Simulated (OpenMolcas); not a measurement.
# neutral strontium: effect of the active space

| Quantity | Value |
| --- | --- |
| Program | OpenMolcas |
| Method | SS-CASPT2, IPEA 0.25 Eh, imaginary shift 0.1 Eh |
| Basis | ANO-RCC-VQZP |
| Scalar Hamiltonian | DKH2, point nucleus |
| Spin-orbit coupling | RASSI with atomic mean-field integrals over the reference wave functions, term energies averaged over their components |

A. 2 electrons in 4 orbitals (5s 5p); 2S+1 = 3 even, 3 roots; 2S+1 = 1 even, 6 roots; 2S+1 = 3 odd, 3 roots; 2S+1 = 1 odd, 3 roots; closed shells correlated: 4s 4p; CASPT2 step roughly 2.9 core-seconds
B. 2 electrons in 8 orbitals (5s 5p 6s 6p); 2S+1 = 3 even, 3 roots; 2S+1 = 1 even, 7 roots; 2S+1 = 3 odd, 3 roots; 2S+1 = 1 odd, 3 roots; closed shells correlated: 4s 4p; CASPT2 step of the order of 6 core-seconds
C. 2 electrons in 9 orbitals (4d 5s 5p); 2S+1 = 3 even, 18 roots (15 in the spin-orbit step); 2S+1 = 1 even, 12 roots; 2S+1 = 3 odd, 18 roots; 2S+1 = 1 odd, 15 roots; closed shells correlated: 4s 4p; CASPT2 step roughly 40 core-seconds

Energies in cm-1 above 5s2 1S0, the measured ground level; measured values from NIST Handbook of Basic Atomic Spectroscopic Data.

```
      Level      A      B      C  Measured
    5s2 1S0    0.0    0.0    0.0       0.0
5s 5p 3P* 0  13840  13940  13920     14318
5s 5p 3P* 1  13980  14070  14020     14504
5s 5p 3P* 2  14250  14340  14210     14899
5s 5p 1P* 1  24020  23620  21210     21698
```

Deviations, from unrounded energies. A percentage is the sum of absolute deviations over the sum of measured energies, with the sign that they share, or ± where signs differ.

```
           Against measurement  Levels     A     B     C
mean absolute deviation (cm-1)       4   990   820   520
      other configurations (%)       4  ±6.1  ±5.0  -3.2
```

C lies closest to measurement on these levels and A furthest from it. The largest miss of C in the table is 5s 5p 3P* 2, by -690 cm-1. The ranking rests on the paired levels alone, and a cruder setting can come out closer through cancelling errors.

Among A to C the level of the table that moves most is 5s 5p 1P* 1, by 2800 cm-1 (lowest in C, highest in A). Moves below CASPT2's spread within the term are not significant.

Over all roots computed the reference weight is 0.88 to 0.94 in B; the roots of lowest weight are the least certain, and an intruder state may touch them. The run also gave levels led by 5s 6s, which use shells meant for correlation; these and all levels above them are left out (holds for B). Some high roots are left out of the spin-orbit mixing, which shifts the levels that they would mix with (holds for C). Measured partners are found by configuration, term and J. A level has none where our copy of the source lacks it or the pairing is in doubt (some pairs that miss far off the trend of their configuration count as doubtful), and it then counts in no deviation. Levels of configurations outside the active space are missing. Levels that lie high or do not pair safely by name in every column are left out.

* marks odd parity.
